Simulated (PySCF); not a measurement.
## Spinor energies of Lu²⁺ (lutetium, charge +2)

Start: [Xe] 4f14 5d1; 5d5/2 filled at m_j = +5/2. Calculated with PySCF 2.14 in x2c-TZVPall-2c with one added diffuse shell each of s, p, d type (12s12p11d2f1g, 126 functions): generalised Hartree-Fock with the X2C-1e Hamiltonian and a Gaussian nucleus; spin-orbit coupling (SO) screened by Boettger's factors. This is a chosen level, not necessarily the ground level.

```
spinor shell  electrons  ε, screened SO (eV)  weight of nominal j (screened SO)  rms radius, screened SO (bohr)
       1s1/2          2             -63647.6                              1.000                          0.0219
       2s1/2          2             -10979.3                              1.000                          0.0884
       2p1/2          2             -10460.2                              1.000                          0.0754
       2p3/2          4              -9337.2                              1.000                          0.0825
       3s1/2          2              -2557.1                              1.000                           0.227
       3p1/2          2              -2327.6                              1.000                           0.218
       3p3/2          4              -2083.7                              1.000                           0.232
       3d3/2          4              -1698.6                              1.000                           0.206
       3d5/2          6              -1645.8                              1.000                           0.210
       4s1/2          2              -549.96                              1.000                           0.509
       4p1/2          2              -455.15                              1.000                           0.520
       4p3/2          4              -399.16                              1.000                           0.552
       4d3/2          4              -242.71                              1.000                           0.585
       4d5/2          6              -232.21                              1.000                           0.597
       5s1/2          2              -87.909                              1.000                            1.27
       5p1/2          2              -58.562                              0.997                            1.41
       5p3/2          4              -51.617                              0.998                            1.53
       4f5/2          6              -37.808                              0.998                           0.791
       5d5/2          1              -19.081                              1.000                            2.59
```

(1) Where does 4f7/2 lie, and what is the 4f spin-orbit splitting (screened SO)?

| quantity | screened SO |
| --- | --- |
| E (hartree) | -14566.15788 |
| M_J | 5/2 |
| ⟨J²⟩ | 8.756 |
| ⟨L²⟩ | 6.113 |
| ⟨S²⟩ | 0.862 |

Each row is a mean over spinors that exchange with the open shell spreads, by up to 2.621 eV (5p3/2).

Breit and QED terms are absent; they matter most for the inner s and p1/2 levels.

Densities and radii are taken from the X2C orbitals without a picture-change correction, which distorts them close to the nucleus.

Answers

(1) At -36.268 eV, 1.540 eV above 4f5/2.
